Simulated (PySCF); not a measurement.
Coordinates in bohr (charge -1 multiplicity 1):
```
In    0.0000    0.0000    0.0000
O     0.0000    0.0000    3.5316
O     0.0000    0.0000   -3.5316
```

All numbers come from PBE0/[In def2-TZVPD with ECP28, O def2-TZVPD], scalar-relativistic core potentials, density fitting, no spin–orbit coupling, PySCF.

This geometry of InO₂⁻ is a stationary point at this level.

(1) What is the point group?

(2) Is it a minimum?

(3) List the harmonic modes with their infrared intensities.

(4) What are the dipole moment and the gap between the highest occupied and lowest empty levels?

(5) Give the ideal-gas entropy at 298.15 K and 1 bar by parts.

## Answers

(1) D∞h.

(2) Yes: all harmonic wavenumbers are real.

(3) 
| symmetry | ω (cm⁻¹) | IR (km/mol, summed over degenerate members) | type |
| --- | --- | --- | --- |
| πu | 171 | 118 | bend |
| σg+ | 695 | 0.0 | stretch |
| σu+ | 791 | 215 | stretch |

(4) 0.00 D about the centre of mass and 4.52 eV.

(5) translation 171.1, rotation 62.6, vibration 22.5, spin 0.0; total 256.2 J/(mol K).

Other isomers or separated fragments may lie lower. The lowest empty level of this anion is unbound, so it and the gap depend on the basis.
